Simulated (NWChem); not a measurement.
Species: CH6BeGe; SMILES [CH3][Be][GeH3]

```xyz
9

Be     0.0000     0.0000     1.2714
C      0.0000     0.0000     2.9475
H     -0.1876    -1.0062     3.3644
H     -0.7776     0.6656     3.3644
H      0.9652     0.3406     3.3644
Ge     0.0000     0.0000    -0.9345
H     -0.1117     1.4196    -1.5376
H      1.2852    -0.6130    -1.5376
H     -1.1735    -0.8065    -1.5376
```
Atoms are numbered in this order, from 1.

Program: NWChem. Pople sets run with spherical d functions. Geometry: optimised at PBE0/def2-SVP. GIAO values for the isolated, static molecule; σ is the absolute isotropic shielding, δ = σ(reference) − σ with the isolated reference molecule computed at the same levels (13C: tetramethylsilane, 1H: tetramethylsilane).

For level KT2/pcSseg-1:

* **σ Be1 (ppm)**: 69.0
* **δ C2 (ppm)**: -3.2
* **σ Ge6 (ppm)**: 1787.3

Problem. Estimate the same quantities for level B3LYP/6-31G*.

Solution. 
| Property | Value |
|---|---|
| σ Be1 (ppm) | 77.7 |
| δ C2 (ppm) | -1.7 |
| σ Ge6 (ppm) | 1895.5 |
